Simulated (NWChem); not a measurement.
Species: C₂H₅ClSn; SMILES [CH](=C)[SnH2][Cl]

```xyz
9

Sn    -0.6540    -0.0401     0.0000
Cl     0.9548     1.7218     0.0000
C      0.5531    -1.8168     0.0000
C      1.8952    -1.7453     0.0000
H     -1.6035     0.1668     1.4312
H     -1.6035     0.1668    -1.4312
H      0.0423    -2.7966     0.0000
H      2.5226    -2.6545     0.0000
H      2.4229    -0.7754     0.0000
```
Atoms are numbered in this order, from 1.

Results from NWChem. Geometry: optimised at PBE-D3(BJ)/def2-SVP. def2 effective core potentials on Sn; no spin-orbit coupling.

Question: What does the run give for PBE/def2-SVP? Quantities: highest occupied level (eV); orbital gap (eV); dipole (D).

Answer: The highest occupied level (eV) is -6.86 and the orbital gap (eV) comes out as 5.37. The dipole (D) is 2.59.
